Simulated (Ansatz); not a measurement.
Ansatz (a program for electronic structure) input (PBE0/6-311+G**): A basis named .json is the Basis Set Exchange file of that set (core-valence sets with the plain set on hydrogen).

Ansatz 0.2 input:
```yaml
crystal:
  periodic: [false, false, false]
  atoms:
    - {symbol: N, position_ang: [-0.00000000, -0.00000000, -1.25788698]}
    - {symbol: C, position_ang: [-0.00000000, -0.00000000, -0.07148933]}
    - {symbol: O, position_ang: [0.00000000, 0.00000000, 1.15426811]}
basis:
  gaussian:
    orbitals: 6-311+G__.json
hamiltonian:
  xc: {name: PBE0}
total_charge: -1
magnetization: {spin_polarized: false}
```

Output:

```
Functional definition: PBE0
integrals: 0.01 GiB planned
550 factors; their error is unknown
mean field: 0.13 GiB planned
mean field evaluation 1: about -4568.3671 eV, gradient 3.8e1 eV
mean field evaluation 2: about -4554.2483 eV, gradient 8.9e1 eV
mean field evaluation 4: about -4571.2948 eV, gradient 4.8e0 eV
mean field evaluation 8: about -4571.3306 eV, gradient 1.2e-2 eV
mean field -4571.31475377 eV, -167.9927186528 hartree, gradient 2.7e-5 eV, S^2 0.000000; 0 other end points of the search recorded, 0 dependent functions left out
reference -4571.31478222 eV, -167.9927196983 hartree; 11, 11 occupied and 55, 55 virtual orbitals, 550 factors
Total energy: -4571.31478222 eV, -167.9927196983 hartree
```
